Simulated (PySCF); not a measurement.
Low-lying terms of B³⁺ (boron, charge +3)

Ground state 1s2, ¹S. Calculation: PySCF 2.14, in aug-cc-pVTZ-DK with one added diffuse shell each of s, p, d, f type (6s5p4d3f, 62 functions); the spin-free X2C one-electron Hamiltonian (Gaussian nucleus). Vertical excitation energies in eV without spin-orbit coupling; excited terms of each kind are numbered among those the solver found. Frozen: nothing.

| term | leading excitation | EOM-EE-CCSD |
| --- | --- | --- |
| 1 3S | 1s → s | 198.08 |
| 1 1S | 1s → s | 202.30 |
| 1 3P° | 1s → p | 202.63 |
| 1 1P° | 1s → p | 205.12 |
| 2 3S | 1s → s | 232.86 |
| 2 1S | 1s → s | 233.95 |
| 2 3P° | 1s → p | 234.12 |
| 1 3D | 1s → d | 234.64 |
| 1 1D | 1s → d | 234.65 |
| 2 1P° | 1s → p | 234.93 |
| 1 3F° | 1s → f | 245.18 |
| 1 1F° | 1s → f | 245.18 |
| 2 3D | 1s → d | 245.23 |
| 2 1D | 1s → d | 245.24 |

Doubly excited terms such as np² are absent. The solver can miss terms.
